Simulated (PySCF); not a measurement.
C4H12GeO4, charge +1, doublet, at a GFN2-xTB geometry (a state made from the parent by changing its charge; the spin is typed, not shown lowest); DF-PBE/3-21G (PySCF).

PySCF was given this input:
```python
from pyscf import gto, scf, dft

mol = gto.Mole()
mol.atom = '''
    C    -0.85513469   -2.39736386   -1.34500677
    O    -0.61226248   -1.01230050   -1.27899882
    Ge    0.00000000    0.00000000   -0.00000000
    O    -0.49832765    1.63148180   -0.35410778
    C    -1.67529819    2.15005364   -0.92644339
    O    -0.62638986   -0.63133520    1.49816796
    C    -0.19686169   -0.48524951    2.83080031
    O     1.73697999    0.01215390    0.13493863
    C     2.72729457    0.73255974   -0.55935016
    H    -1.61711855   -2.53317681   -2.12196376
    H    -1.20340163   -2.80920433   -0.39789743
    H     0.04495039   -2.92536068   -1.68113069
    H    -2.42274453    2.34399118   -0.14822409
    H    -2.09095230    1.49980038   -1.69606725
    H    -1.39922740    3.12031997   -1.35666995
    H     0.88802427   -0.43010566    2.91968300
    H    -0.66091135    0.39812667    3.28491209
    H    -0.57847750   -1.36166073    3.36838703
    H     3.03870549    0.18324283   -1.45555731
    H     2.40632965    1.73950962   -0.82571832
    H     3.59482344    0.77451758    0.11024668
'''
mol.basis = '3-21g'
mol.charge = 1
mol.spin = 1
mol.verbose = 4
mol.build()

mf = dft.UKS(mol)
mf.xc = 'pbe'
mf = mf.density_fit(auxbasis='def2-universal-jkfit')
mf.kernel()
mf.analyze()
```

It wrote (shortened):

```
PySCF version 2.14.0

[INPUT] verbose = 4
[INPUT] num. atoms = 21
[INPUT] num. electrons = 99
[INPUT] charge = 1
[INPUT] spin (= nelec alpha-beta = 2S) = 1
[INPUT] symmetry False subgroup None
[INPUT] Mole.unit = angstrom
[INPUT] Symbol           X                Y                Z      unit          X                Y                Z       unit  Magmom
[...]
nuclear repulsion = 890.054410989512
number of shells = 74
number of NR pGTOs = 210
number of NR cGTOs = 118
basis = 3-21g
ecp = {}

******** <class 'pyscf.df.df_jk.DFUKS'> ********
method = DFUKS
initial guess = minao
damping factor = 0
level_shift factor = 0
DIIS = <class 'pyscf.scf.diis.CDIIS'>
diis_start_cycle = 1
diis_space = 8
diis_damp = 0
SCF conv_tol = 1e-09
SCF conv_tol_grad = None
SCF max_cycles = 50
direct_scf = False
number electrons alpha = 50  beta = 49
XC library pyscf.dft.libxc version 7.1.2
    S. Lehtola, C. Steigemann, M. J. T. Oliveira, and M. A. L. Marques,  SoftwareX 7, 1–5 (2018)
XC functionals = pbe
    J. P. Perdew, K. Burke, and M. Ernzerhof,  Phys. Rev. Lett. 77, 3865 (1996)
    J. P. Perdew, K. Burke, and M. Ernzerhof,  Phys. Rev. Lett. 78, 1396 (1997)
    J. P. Perdew, K. Burke, and M. Ernzerhof,  Phys. Rev. Lett. 77, 3865 (1996)
    J. P. Perdew, K. Burke, and M. Ernzerhof,  Phys. Rev. Lett. 78, 1396 (1997)
radial grids:
    Treutler-Ahlrichs [JCP 102, 346 (1995); DOI:10.1063/1.469408] (M4) radial grids

becke partition: Becke, JCP 88, 2547 (1988); DOI:10.1063/1.454033
pruning grids: <function nwchem_prune>
grids dens level: 3
symmetrized grids: False
atomic radii adjust function: <function treutler_atomic_radii_adjust>
small_rho_cutoff = 0
Set gradient conv threshold to 3.16228e-05
tot grids = 251136
init E= -2523.03388310619

cycle= 1 E= -2523.6919773741  delta_E= -0.658  |g|= 0.732  |ddm|= 2.94
cycle= 2 E= -2523.17851471202  delta_E= 0.513  |g|= 1.34  |ddm|= 1.87
cycle= 3 E= -2523.76433063712  delta_E= -0.586  |g|= 0.51  |ddm|= 1.58
cycle= 4 E= -2523.84515355006  delta_E= -0.0808  |g|= 0.278  |ddm|= 1.05
cycle= 5 E= -2523.8400991056  delta_E= 0.00505  |g|= 0.285  |ddm|= 1.01
cycle= 6 E= -2523.85820717795  delta_E= -0.0181  |g|= 0.219  |ddm|= 1.01
cycle= 7 E= -2523.85194765936  delta_E= 0.00626  |g|= 0.245  |ddm|= 1.01
cycle= 8 E= -2523.85236961745  delta_E= -0.000422  |g|= 0.242  |ddm|= 1.01
cycle= 9 E= -2523.85006177222  delta_E= 0.00231  |g|= 0.25  |ddm|= 0.0695
cycle= 10 E= -2523.8504704908  delta_E= -0.000409  |g|= 0.249  |ddm|= 0.0589
cycle= 11 E= -2523.85274051769  delta_E= -0.00227  |g|= 0.241  |ddm|= 0.0155
cycle= 12 E= -2523.84429955791  delta_E= 0.00844  |g|= 0.272  |ddm|= 1.01
cycle= 13 E= -2523.84131740223  delta_E= 0.00298  |g|= 0.283  |ddm|= 0.0519
cycle= 14 E= -2523.84078799782  delta_E= 0.000529  |g|= 0.284  |ddm|= 0.0293
cycle= 15 E= -2523.85442257205  delta_E= -0.0136  |g|= 0.237  |ddm|= 0.0958
cycle= 16 E= -2523.85313867007  delta_E= 0.00128  |g|= 0.24  |ddm|= 0.0381
cycle= 17 E= -2523.8509287249  delta_E= 0.00221  |g|= 0.25  |ddm|= 1.01
cycle= 18 E= -2523.84363073318  delta_E= 0.0073  |g|= 0.274  |ddm|= 0.141
cycle= 19 E= -2523.84577516941  delta_E= -0.00214  |g|= 0.268  |ddm|= 0.113
cycle= 20 E= -2523.84729663139  delta_E= -0.00152  |g|= 0.262  |ddm|= 0.0111
cycle= 21 E= -2523.85222079184  delta_E= -0.00492  |g|= 0.242  |ddm|= 1.01
cycle= 22 E= -2523.85095765703  delta_E= 0.00126  |g|= 0.248  |ddm|= 0.0614
cycle= 23 E= -2523.84721674741  delta_E= 0.00374  |g|= 0.261  |ddm|= 0.0435
cycle= 24 E= -2523.84607326137  delta_E= 0.00114  |g|= 0.266  |ddm|= 0.0252
cycle= 25 E= -2523.84342108936  delta_E= 0.00265  |g|= 0.276  |ddm|= 0.0434

cycle= 26 E= -2523.85921590363  delta_E= -0.0158  |g|= 0.217  |ddm|= 1.01

cycle= 27 E= -2523.85743116753  delta_E= 0.00178  |g|= 0.227  |ddm|=    1
cycle= 28 E= -2523.85571208587  delta_E= 0.00172  |g|= 0.228  |ddm|= 0.991

cycle= 29 E= -2523.8587846652  delta_E= -0.00307  |g|= 0.217  |ddm|= 0.176

cycle= 30 E= -2523.85977464675  delta_E= -0.00099  |g|= 0.215  |ddm|= 0.0362

[...]
SCF not converged.
Total Energy =                       -2523.863352159467922
[...]
spin_pop of  6 C 3py       0.00048
spin_pop of  6 C 3pz       0.00002
spin_pop of  7 O 1s       -0.00000
spin_pop of  7 O 2s        0.00280
spin_pop of  7 O 3s       -0.00010
spin_pop of  7 O 2px       0.01166
spin_pop of  7 O 2py       0.00337
spin_pop of  7 O 2pz       0.04289
spin_pop of  7 O 3px      -0.00003
spin_pop of  7 O 3py      -0.00005
spin_pop of  7 O 3pz      -0.00007
spin_pop of  8 C 1s       -0.00000
spin_pop of  8 C 2s       -0.00143
spin_pop of  8 C 3s        0.00001
spin_pop of  8 C 2px      -0.00334
spin_pop of  8 C 2py      -0.00123
spin_pop of  8 C 2pz       0.00002
spin_pop of  8 C 3px       0.00002
spin_pop of  8 C 3py      -0.00005
spin_pop of  8 C 3pz       0.00003
spin_pop of  9 H 1s        0.00332
spin_pop of  9 H 2s        0.00013
spin_pop of  10 H 1s        0.00127
spin_pop of  10 H 2s        0.00003
spin_pop of  11 H 1s        0.00298
spin_pop of  11 H 2s        0.00016
spin_pop of  12 H 1s        0.05737
spin_pop of  12 H 2s        0.00031
spin_pop of  13 H 1s        0.00414
spin_pop of  13 H 2s       -0.00003
spin_pop of  14 H 1s        0.03073
spin_pop of  14 H 2s        0.00027
spin_pop of  15 H 1s        0.00105
spin_pop of  15 H 2s       -0.00002
spin_pop of  16 H 1s        0.03461
spin_pop of  16 H 2s        0.00024
spin_pop of  17 H 1s        0.02309
spin_pop of  17 H 2s        0.00024
spin_pop of  18 H 1s        0.00577
spin_pop of  18 H 2s        0.00016
spin_pop of  19 H 1s        0.00015
spin_pop of  19 H 2s        0.00008
spin_pop of  20 H 1s        0.00520
spin_pop of  20 H 2s        0.00014
 ** Mulliken Spin Density (per atom)  **
spin density of  0 C =     -0.00879
spin density of  1 O =      0.04300
spin density of  2 Ge =     -0.03311
spin density of  3 O =      0.43117
spin density of  4 C =      0.03820
spin density of  5 O =      0.28436
spin density of  6 C =      0.01928
spin density of  7 O =      0.06045
spin density of  8 C =     -0.00598
spin density of  9 H =      0.00345
spin density of  10 H =      0.00130
spin density of  11 H =      0.00314
spin density of  12 H =      0.05768
spin density of  13 H =      0.00411
spin density of  14 H =      0.03100
spin density of  15 H =      0.00103
spin density of  16 H =      0.03485
spin density of  17 H =      0.02333
spin density of  18 H =      0.00593
spin density of  19 H =      0.00023
spin density of  20 H =      0.00534
 ** Mulliken pop alpha/beta on meta-lowdin orthogonal AOs **
 ** Mulliken pop       alpha | beta **
In total            50.00000 | 49.00000
 ** Mulliken atomic charges   ( Nelec_alpha | Nelec_beta ) **
charge of  0C =     -0.11799  (     3.05460      3.06339 )
charge of  1O =     -0.56128  (     4.30214      4.25914 )
charge of  2Ge =      1.29580  (    15.33555     15.36865 )
charge of  3O =     -0.17208  (     4.30163      3.87045 )
charge of  4C =     -0.06241  (     3.05031      3.01210 )
charge of  5O =     -0.32192  (     4.30314      4.01878 )
charge of  6C =     -0.09470  (     3.05699      3.03771 )
charge of  7O =     -0.54344  (     4.30195      4.24149 )
charge of  8C =     -0.11314  (     3.05358      3.05956 )
charge of  9H =      0.14284  (     0.43031      0.42686 )
charge of  10H =      0.12495  (     0.43817      0.43687 )
charge of  11H =      0.12078  (     0.44118      0.43804 )
charge of  12H =      0.17420  (     0.44174      0.38406 )
charge of  13H =      0.12609  (     0.43901      0.43490 )
charge of  14H =      0.16685  (     0.43208      0.40108 )
charge of  15H =      0.12699  (     0.43702      0.43599 )
charge of  16H =      0.15499  (     0.43993      0.40508 )
charge of  17H =      0.16241  (     0.43046      0.40713 )
charge of  18H =      0.12330  (     0.44132      0.43539 )
charge of  19H =      0.12366  (     0.43829      0.43806 )
charge of  20H =      0.14412  (     0.43061      0.42527 )

WARN: System has nonzero charge 1; the dipole moment is origin-dependent.
Location of origin: [0. 0. 0.]

Dipole moment(X, Y, Z, Debye): -2.86366,  3.81068,  1.79950
```

The run did not converge; its last values are not results.
